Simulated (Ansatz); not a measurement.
Reaction (silylene formation by 1,1-elimination): `C[SiH2][SnH2][F]` → `[CH3][SnH2][F]` + `[SiH2]`

Computed with Ansatz on PBE0-D4/def2-TZVP structures; ΔE is electronic, products minus reactants. CCSD(T)/CBS is the MP2 limit (def2-TZVPP, def2-QZVPP) plus CCSD(T) − MP2 in def2-TZVPP, frozen cores. This one scheme is used for every species. DFT in def2-TZVPP. B3LYP here is the variant with VWN-RPA as its local correlation; programs differ in this. def2 core potentials past Kr. For Sn outer-core shells are correlated without core-valence functions, which leaves a few kJ/mol of doubt a bond. One conformer a species, not always the lowest.

`C[SiH2][SnH2][F]`:

Z-matrix (Å, degrees):
```
C
Si 1 1.871
H 1 1.092 2 110.2
H 1 1.092 2 110.6 3 120.1
H 1 1.092 2 110.9 3 -119.7
Sn 2 2.567 1 109.3 3 56.0
H 2 1.487 1 111.5 3 -63.0
H 2 1.489 1 111.8 3 175.9
F 6 1.940 2 102.5 1 -43.1
H 6 1.711 2 116.7 1 68.9
H 6 1.709 2 118.1 1 -156.4
```

`[CH3][SnH2][F]`:

Z-matrix (Å, degrees):
```
C
Sn 1 2.124
H 1 1.090 2 109.3
H 1 1.090 2 109.4 3 -119.7
H 1 1.091 2 110.4 3 120.1
F 2 1.932 1 104.3 3 58.4
H 2 1.706 1 114.7 3 171.9
H 2 1.706 1 114.7 3 -55.0
```

`[SiH2]`:

Cartesian coordinates in Å:
```
Si 0.160 0.685 0.107
H 0.084 -0.546 1.005
H -0.244 -0.140 -1.111
```

| level | ΔE (kcal/mol) | difference from CCSD(T)/CBS |
| --- | --- | --- |
| PBE-D4 | 68.3 | 3.8 |
| r2SCAN-D4 | 70.9 | 6.4 |
| PBE0-D4 | 69.7 | 5.2 |
| B3LYP-D4 | 64.8 | 0.3 |
| ωB97X-V | 67.4 | 2.9 |
| ωB97M-V | 63.8 | -0.7 |
| B2PLYP | 63.5 | -1.0 |
| PBE | 66.4 | 1.9 |
| r2SCAN | 70.4 | 5.9 |
| PBE0 | 68.0 | 3.5 |
| MP2/def2-TZVPP | 66.4 | 1.9 |
| SCS-MP2/def2-TZVPP | 63.2 | -1.3 |
| CCSD/def2-TZVPP | 61.1 | -3.4 |
| MP2/def2-QZVPP | 67.8 | 3.3 |
| HF/CBS(def2) | 59.1 | -5.4 |
| CCSD/CBS(def2) | 63.5 | -1.0 |
| CCSD(T)/CBS | 64.5 | 0 |

Largest T1 diagnostic among the species: 0.014.

In def2-TZVPP, CCSD(T) changes the Hartree–Fock value by +3.1 kcal/mol (the triples alone add +1.0 kcal/mol) and MP2 by +7.4 kcal/mol. From PBE to PBE0 (25 % exact exchange), in def2-TZVPP and without D4, ΔE moves by +1.6 kcal/mol.
